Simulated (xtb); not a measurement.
Ge(Br)(SH) (BrGeHS), SMILES [Br][Ge][SH] (connectivity only; charge and spin as stated), neutral, multiplicity 1. All values are semi-empirical tight-binding results from xtb (GFN2-xTB unless named), good for trends rather than for accurate numbers. Geometry: GFN2-xTB. The values are those of a single conformer.

Optimised geometry:

```xyz
4

Ge     0.8249    -0.5680     0.0000
Br    -0.3028     1.4888     0.0000
S     -0.9721    -1.9306     0.0000
H     -0.2440    -3.0431     0.0000
```

For metal compounds this method's bond lengths and energies can be far off.

* **point group as xtb finds it**: Cs
* **orbital gap**: 3.18 eV
* **zero-point energy**: 5.8 kcal/mol
* **G − E(el) at 298.15 K (modified RRHO)**: -13.5 kcal/mol

**Question.** Give the atomic charges and the Wiberg bond orders between heavy atoms. (Estimate from the structure and the level; the computed values follow.)

**Answer.** charges (e) Ge1 0.36, Br2 -0.20, S3 -0.32, H4 0.16. Bond orders Ge1–Br2 1.31, Ge1–S3 1.29.
